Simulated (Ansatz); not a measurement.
Steps of a relaxation of CH$_{3}$BFI (`FCBI`) with RKS PBE-D4/def2-SVP.

```sh
$ ansatz run in.yaml --threads 2 --pin off --events-out ev --progress --plain --max-ram 4352MiB
```

```yaml
crystal:
  periodic: [false, false, false]
  atoms:
    - {symbol: F, position_ang: [-0.833500, -1.437500, -0.497700]}
    - {symbol: C, position_ang: [-0.141900, -0.249800, -0.718200]}
    - {symbol: B, position_ang: [0.012300, 0.525700, 0.643000]}
    - {symbol: I, position_ang: [1.162500, -0.430600, 2.333500]}
    - {symbol: H, position_ang: [0.859300, -0.528000, -1.141000]}
    - {symbol: H, position_ang: [-0.664300, 0.422200, -1.445000]}
    - {symbol: H, position_ang: [-0.333100, 1.629900, 0.779700]}
basis:
  gaussian: {orbitals: def2-SVP}
hamiltonian: {xc: pbe, dispersion: d4}
relax: {f_tol: 0.03, max_steps: 200}
```

Positions (Å) and forces (eV/Å) along the path, 9 of 9 steps:

```xyz
7
step=1 energy=-12570.6881 eV
F    -0.834   -1.438   -0.498   -0.286   -0.074   -0.150
C    -0.142   -0.250   -0.718    0.310   -0.136    0.111
B     0.012    0.526    0.643    1.368   -1.441    0.772
I     1.163   -0.431    2.333   -0.883    0.613   -1.063
H     0.859   -0.528   -1.141   -0.104    0.322   -0.027
H    -0.664    0.422   -1.445   -0.104   -0.419   -0.093
H    -0.333    1.630    0.780   -0.302    1.136    0.450
7
step=2 energy=-12570.8352 eV
F    -0.787   -1.465   -0.463    0.040    0.012   -0.008
C    -0.128   -0.261   -0.709    0.037    0.213   -0.246
B     0.111    0.537    0.637   -0.592    0.186   -0.472
I     0.996   -0.397    2.242    0.531   -0.604    0.901
H     0.857   -0.485   -1.197   -0.089    0.088   -0.015
H    -0.720    0.351   -1.435    0.025   -0.227    0.070
H    -0.267    1.653    0.879    0.047    0.333   -0.228
7
step=3 energy=-12570.9113 eV
F    -0.745   -1.489   -0.467    0.066   -0.045   -0.071
C    -0.136   -0.256   -0.708   -0.130    0.012    0.077
B     0.082    0.531    0.652   -0.042    0.228   -0.172
I     0.981   -0.447    2.292    0.006   -0.115    0.157
H     0.850   -0.434   -1.209   -0.027    0.109    0.015
H    -0.762    0.326   -1.427    0.009   -0.098    0.059
H    -0.209    1.702    0.821    0.118   -0.092   -0.064
7
step=4 energy=-12570.9851 eV
F    -0.595   -1.567   -0.456    0.214    0.384   -0.192
C    -0.159   -0.253   -0.699   -0.116   -0.410    0.257
B     0.117    0.550    0.633   -0.131   -0.016    0.031
I     0.809   -0.508    2.343   -0.049    0.056   -0.026
H     0.816   -0.295   -1.261   -0.156    0.096   -0.019
H    -0.899    0.253   -1.366    0.084   -0.026    0.066
H    -0.026    1.752    0.760    0.154   -0.083   -0.116
7
step=5 energy=-12571.0162 eV
F    -0.479   -1.635   -0.496    0.248    0.944   -0.204
C    -0.185   -0.260   -0.684   -0.098   -0.726    0.072
B     0.094    0.537    0.643    0.292    0.354   -0.060
I     0.689   -0.512    2.392   -0.111    0.042    0.012
H     0.776   -0.169   -1.285   -0.404    0.010    0.166
H    -0.994    0.199   -1.312    0.184   -0.079    0.130
H     0.161    1.772    0.697   -0.111   -0.545   -0.117
7
step=6 energy=-12571.0694 eV
F    -0.341   -1.635   -0.560   -0.103   -0.885    0.115
C    -0.166   -0.296   -0.655    0.124    0.935   -0.228
B     0.173    0.509    0.637   -0.042   -0.134   -0.053
I     0.511   -0.483    2.472    0.014    0.006    0.122
H     0.657   -0.059   -1.379    0.157   -0.016   -0.030
H    -1.046    0.182   -1.153   -0.183    0.019    0.042
H     0.274    1.714    0.593    0.033    0.076    0.032
7
step=7 energy=-12571.0891 eV
F    -0.304   -1.650   -0.566    0.003   -0.006   -0.042
C    -0.159   -0.280   -0.675   -0.012   -0.091    0.076
B     0.186    0.497    0.634    0.005    0.098   -0.018
I     0.463   -0.467    2.501   -0.010    0.001   -0.030
H     0.643   -0.039   -1.420    0.031   -0.007   -0.029
H    -1.086    0.165   -1.118   -0.015    0.023    0.016
H     0.318    1.704    0.598   -0.001   -0.018    0.026
7
step=8 energy=-12571.0899 eV
F    -0.297   -1.653   -0.571    0.002    0.006    0.003
C    -0.154   -0.283   -0.674   -0.005   -0.002   -0.023
B     0.191    0.501    0.630    0.010    0.005    0.044
I     0.449   -0.465    2.499   -0.004    0.001   -0.014
H     0.637   -0.040   -1.430   -0.003   -0.004   -0.001
H    -1.089    0.165   -1.102    0.001   -0.004    0.001
H     0.324    1.707    0.602   -0.002   -0.002   -0.010
7
step=9 energy=-12571.0900 eV
F    -0.294   -1.653   -0.570    0.000   -0.002   -0.001
C    -0.154   -0.283   -0.674    0.002    0.005    0.004
B     0.192    0.502    0.631    0.001    0.002    0.005
I     0.445   -0.466    2.499   -0.001   -0.001   -0.002
H     0.635   -0.039   -1.433    0.000   -0.002   -0.002
H    -1.090    0.164   -1.099   -0.001   -0.002   -0.002
H     0.326    1.707    0.600    0.000    0.000   -0.002
```

Run time 12 s (2 threads of an Arm Neoverse V2 on a shared host); peak host memory 0.14 GiB.
